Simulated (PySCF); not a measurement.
GeH₅, SMILES [GeH5-], charge -1.

Coordinates come from a B3LYP-D3(BJ)/def2-TZVPD optimisation.

Level of theory: PBE/def2-TZVPD in PySCF.

The molecule is in vacuum. A positive occupied level means that this level leaves the electron formally unbound; only the finite basis holds it.

Estimate the frontier levels, gap, dipole moment and polarisability. (Estimate from the structure and the level; the computed values follow.)


```json
{
  "highest_occupied_level": "1.18 eV",
  "lowest_empty_level": "3.65 eV",
  "orbital_gap": "2.47 eV",
  "dipole_moment_about_the_centre_of_nuclear_charge": "0.00 D",
  "mean_static_polarisability": "69.1 bohr³ (10.24 Å³)",
  "polarisability_principal_values": "59.7, 59.7, 87.9 bohr³"
}
```
